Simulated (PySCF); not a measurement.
Species: C₃H₇FO₃Se.
Bonds: C1–O2, O2–C3, C3–Se4, Se4–O5 (double), Se4–O6 (double), Se4–C7, C7–F8. Hydrogens: H9, H10, H11 on C1; H12, H13 on C3; H14, H15 on C7.

Level: CAM-B3LYP/def2-SVPD in PySCF, non-relativistic, on one gas-phase PBE0-D3(BJ)/def2-SVP geometry that isn't relaxed in the solvent. The solvent is an IEF-PCM continuum (van der Waals radii × 1.2), and excitations are vertical TDDFT with non-equilibrium linear response and a frozen core. Only the electrostatic response of the medium enters. Spin–orbit coupling is left out although an atom past zinc is present.

Gas-phase singlets (H = HOMO, L = LUMO):

```
state  E (eV)  λ (nm)      f  leading configurations
   S1   6.273     198  0.034      H→L+1 66%, H→L 15%
   S2   6.561     189  0.114      H→L 56%, H→L+1 16%
   S3   6.805     182  0.031  H-1→L 37%, H-2→L+1 16%
   S4   6.949     178  0.020  H-3→L 34%, H-3→L+1 24%
   S5   6.994     177  0.048  H-2→L+1 31%, H-2→L 26%
```

Question: How does the list change in chloroform (ε = 4.711)?

Answer: 
```tsv
state	E (eV)	λ (nm)	f	leading configurations	change by rank (eV)
S1	6.192	200	0.074	H→L 69%, H→L+1 12%	-0.081
S2	6.648	187	0.112	H→L+1 67%, H→L 11%	+0.087
S3	6.949	178	0.039	H-2→L 65%	+0.144
S4	7.048	176	0.079	H-1→L 68%	+0.099
S5	7.079	175	0.028	H-3→L 60%	+0.085
```

Question: What are the lowest 5 singlets in dichloromethane (ε = 8.93)?

Answer: 
| state | E (eV) | λ (nm) | f | leading configurations | change by rank (eV) |
| --- | --- | --- | --- | --- | --- |
| S1 | 6.176 | 201 | 0.075 | H→L 72%, H→L+1 8% | -0.097 |
| S2 | 6.667 | 186 | 0.104 | H→L+1 70%, H→L 8% | +0.106 |
| S3 | 6.976 | 178 | 0.038 | H-2→L 68% | +0.171 |
| S4 | 7.063 | 176 | 0.081 | H-1→L 72%, H-1→L+5 8% | +0.114 |
| S5 | 7.102 | 175 | 0.027 | H-3→L 63% | +0.108 |

Question: How do the frontier levels move from gas to dichloromethane?

Answer: 
```tsv
orbital	gas (eV)	solvent (eV)	change (eV)
LUMO+2	1.07	1.30	+0.23
LUMO+1	0.66	0.85	+0.19
LUMO	0.42	0.45	+0.03
HOMO	-9.24	-9.13	+0.11
HOMO-1	-10.14	-10.27	-0.13
HOMO-2	-10.23	-10.38	-0.15
HOMO-3	-10.55	-10.76	-0.21
```

The HOMO–LUMO gap goes from 9.65 to 9.58 eV. Rows go by rank; for HOMO-2, HOMO-1, LUMO and LUMO+1 the atom shares or the degeneracy differ between the runs, so the row needn't follow one orbital.

Shape of the structure used: `[CH3:1][O:2][CH2:3][Se:4](=[O:5])(=[O:6])[CH2:7][F:8]`: C1–O2–C3–Se4 77°, O2–C3–Se4–O5 143°, C3–Se4–C7–F8 -76°.
